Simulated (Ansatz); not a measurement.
Two isomers of CH7ClSiSn: A = `[SiH3][CH2][SnH2][Cl]`, B = `C[SiH](Cl)[SnH3]`.

Gas-phase electronic energies from Ansatz, PBE0-D4/def2-TZVP geometries. CBS: MP2 limit from def2 TZ/QZ plus the TZ coupled-cluster correction, frozen cores. DFT in def2-TZVPP. B3LYP here is the variant with VWN-RPA as its local correlation; programs differ in this. Elements past krypton have def2 core potentials. For Sn outer-core shells are correlated without core-valence functions, which leaves a few kJ/mol of doubt a bond. Each species was taken in one conformer, which may not be the lowest.

A:

Z-matrix (Å, degrees):
```
Si
C 1 1.871
H 1 1.484 2 110.5
H 1 1.488 2 110.6 3 120.8
H 1 1.488 2 109.5 3 -119.8
Sn 2 2.134 1 114.5 3 62.3
H 2 1.094 1 110.0 3 -177.3
H 2 1.093 1 110.6 3 -58.4
Cl 6 2.339 2 105.8 1 -61.2
H 6 1.704 2 113.0 1 54.3
H 6 1.705 2 113.0 1 -176.3
```

B:

```xyz
11

C     1.081    1.369   -0.543
Si    0.766   -0.209    0.398
Cl    1.957   -1.706   -0.397
Sn   -1.674   -0.989    0.258
H     0.488    2.183   -0.116
H     2.136    1.643   -0.486
H     0.808    1.258   -1.594
H     1.182   -0.052    1.817
H    -2.723    0.185    0.928
H    -2.124   -1.229   -1.371
H    -1.896   -2.452    1.107
```

**Question.** Which is lower in electronic energy at CCSD(T)/CBS, and by how much? (Best estimate.)

**Answer.** The calculation gave: B, by 33.1 kJ/mol.

**Question.** Give E(B) − E(A) in kJ/mol with CCSD(T)/def2-TZVPP, HF/def2-TZVPP, B2PLYP, MP2/def2-TZVPP, PBE-D4, r2SCAN-D4, B3LYP-D4. (Best estimate.)

**Answer.** Ansatz gave: CCSD(T)/def2-TZVPP -35.0, HF/def2-TZVPP -27.8, B2PLYP -37.7, MP2/def2-TZVPP -33.4, PBE-D4 -50.4, r2SCAN-D4 -45.3, B3LYP-D4 -40.9. None reverses the order clearly.

Largest T1 diagnostic: 0.012.

In def2-TZVPP, CCSD(T) changes the Hartree–Fock value by −7.3 kJ/mol (the triples alone add +0.1 kJ/mol) and MP2 by −5.7 kJ/mol.
